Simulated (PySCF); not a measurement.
Nuclear quadrupole coupling in `COC1=C(C=O)OC1(F)F`

C₅H₄F₂O₃.
Cartesian coordinates in Å at the GFN2-xTB level; atoms count from 1:
```
atom  x, y, z in Å
C1    -2.033   -0.871   -0.540
O2    -0.723   -1.122   -0.040
C3     0.085   -0.087    0.044
C4     1.360    0.165    0.437
C5     2.473   -0.592    0.967
O6     3.557   -0.170    1.263
O7     1.302    1.567    0.148
C8    -0.011    1.400   -0.275
F9    -0.898    2.115    0.433
F10   -0.208    1.731   -1.560
H11   -2.539   -1.834   -0.532
H12   -1.993   -0.480   -1.559
H13   -2.566   -0.164    0.101
H14    2.194   -1.659    1.075
```

Field gradients from the PBE0/pcSseg-1 density (PySCF, non-relativistic), principal values in atomic units, ordered |Vxx| ≤ |Vyy| ≤ |Vzz|:

```csv
atom,Vxx,Vyy,Vzz
O2,-0.3672,-1.4746,1.8419
O6,0.5222,1.5378,-2.0600
O7,0.2990,1.7839,-2.0829
```

Task: Find the asymmetry η = (Vxx − Vyy)/Vzz and the couplings χ = eQV/h (234.96 MHz × Q in barn × V in au), with Q(17O) = −0.0256 b.

Result: 
```csv
atom,environment,nucleus,η,χzz (MHz),χxx (MHz),χyy (MHz)
O2,ether oxygen,17O,0.60,-11.08,2.21,8.87
O6,aldehyde oxygen,17O,0.49,12.39,-3.14,-9.25
O7,cyclic ether oxygen,17O,0.71,12.53,-1.80,-10.73
```

Task: What is Vzz at O7 in SI units (1 au = 9.71736 × 10²¹ V/m²)?

Result: -2.0829 au = -20.240 × 10²¹ V/m².

Task: And the gradient at the other heavy atoms, for which no coupling is worked out here?

Result: 
```csv
atom,environment,Vzz (au),η
C1,methoxy carbon,0.526,0.04
C3,vinylic carbon bearing oxygen,-0.271,0.13
C4,vinylic carbon bearing oxygen,0.350,0.72
C5,aldehyde carbon,0.448,0.26
C8,CF2 carbon,-0.315,0.63
F9,fluorine of a CF2 group,2.935,0.02
F10,fluorine of a CF2 group,2.935,0.02
```

Task: What couplings would deuterons (Q(2H) = 0.00286 b) have in place of the hydrogens, at this geometry?

Result: 
```
atom  bonded to  bond length (Å)  Vzz (au)     η  χzz (kHz)
 H11         C1            1.087    0.3028  0.09        203
 H12         C1            1.092    0.2904  0.10        195
 H13         C1            1.092    0.2903  0.10        195
 H14         C5            1.108    0.2658  0.05        179
```

Geometry: GFN2-xTB, one conformer, isolated molecule. GFN2-xTB bond lengths can be off by several hundredths of an ångström, more for odd bonds, and the gradients follow them. The small basis limits the accuracy of the gradients.

These values come from a run that also computed NMR shieldings. Time: 32 s; peak memory 0.89 GiB. Hardware: one thread of an Arm Neoverse V1 (shared host).
